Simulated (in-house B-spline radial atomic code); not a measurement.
P⁴⁺. Computed with a B-spline radial atomic code. Model: all-electron spherical atom, spin shells full or empty, radial basis limit, no spin-orbit coupling, Breit or QED, empty-state partial waves extrapolated as (l+1/2)^-4, RPA, G0W0 and static COHSEX of the highest shell as one setting changes (uncorrelated shells keep exact exchange).

Empty levels are discrete states of a finite basis, so the steps are uneven.

Given: element P; charge 4; filled core Ne; hamiltonian non-relativistic; mean-field start PBE0; highest l of empty states 9; lowest nl shells left uncorrelated 0; highest mean-field shell 3s up; box radius 11.96 bohr.

Shell: 3s 1 0 (electrons up and down).

```tsv
highest empty level kept (hartree)	RPA correlation energy (hartree)	G0W0 level (eV)	G0W0 minus most complete (meV)	COHSEX level (eV)	linearised minus solved G0W0 (meV)
8.33	-0.18623	-65.659	184.7	-66.908	16.6
16.67	-0.28744	-65.715	128.5	-67.047	16.8
29.17	-0.38312	-65.752	92.3	-67.151	17
50	-0.44783	-65.782	61.8	-67.242	17.2
83.33	-0.50267	-65.807	37.1	-67.316	17.4
150	?	?	?	?	?
250	-0.58068	-65.831	12.7	-67.389	17.5
500	-0.61612	-65.839	5	-67.411	17.6
1000	-0.63265	-65.842	1.8	-67.421	17.6
2083.3	?	?	?	?	?
5000	-0.64104	-65.844	0.2	-67.425	17.6
16667	-0.64177	-65.844	0	-67.425	17.6
```

What follows for highest empty level kept = 150?

RPA correlation energy -0.54779 hartree; G0W0 level -65.823 eV; G0W0 minus most complete 20.7 meV; COHSEX level -67.365 eV; linearised minus solved G0W0 17.5 meV.

What follows for highest empty level kept = 2083.3?

RPA correlation energy -0.63818 hartree; G0W0 level -65.843 eV; G0W0 minus most complete 0.7 meV; COHSEX level -67.424 eV; linearised minus solved G0W0 17.6 meV.
